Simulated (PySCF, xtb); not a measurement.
chlorosilylformaldehyde (CH3ClOSi), SMILES O=C[SiH2]Cl.

GFN2-xTB in xtb at its own geometry gives an orbital gap of 2.43 eV and a dipole moment of 1.53 D.

Geometry: B3LYP-D3(BJ)/def2-SVP. One conformer was computed; it need not be the lowest.

### Question
What does PySCF with HF/def2-TZVPD give? (An estimate is asked for; the answer gives what the named calculation found.)

### Answer
gap 12.60 eV (levels -11.13 and 1.48 eV), dipole 1.31 D.
